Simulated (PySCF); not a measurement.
## Electronic structure of Cl+ (chlorine, charge +1) at the LDA level

Configuration: [Ne] 3s2 3p4, high-spin 3P determinant. All numbers are calculated (PySCF 2.14, scalar relativity by spin-free X2C-1e, in x2c-QZVPPall with one added diffuse shell each of s, p, d, f type (10s7p5d3f1g, 86 functions)).

```
Total energy                                                  : -459.5910 hartree
One-electron energy                                           : -629.1479 hartree
Hartree (Coulomb) energy                                      : 195.9981 hartree
Exchange-correlation energy                                   : -26.4411 hartree
⟨S²⟩                                                          : 2.0019
⟨L²⟩                                                          : 2.012
Sum of ⟨r⟩                                                    : 13.31 bohr
Sum of ⟨r²⟩                                                   : 20.57 bohr²
Traceless quadrupole moment −½Σ⟨3z² − r²⟩ along its main axis : -1.27 e·bohr²
Langevin diamagnetic susceptibility                           : -16.3 ×10⁻⁶ cm³/mol
```

```tsv
shell	electrons	mean orbital energy (eV)	spread (eV)	rms radius, mean of both spins (bohr)
1s α	1	-2753.8	0	0.106
1s β	1	-2753.4	0	0.106
2s α	1	-264.56	0	0.486
2s β	1	-264.12	0	0.486
2p α	3	-204.59	0.684	0.455
2p β	3	-204.05	0.352	0.455
3s α	1	-32.952	0	1.60
3s β	1	-30.755	0	1.60
3p α	3	-20.309	1.415	1.85
3p β	1	-18.333	0	1.85
```

Densities and radii are taken from the X2C orbitals without a picture-change correction, which distorts them close to the nucleus.
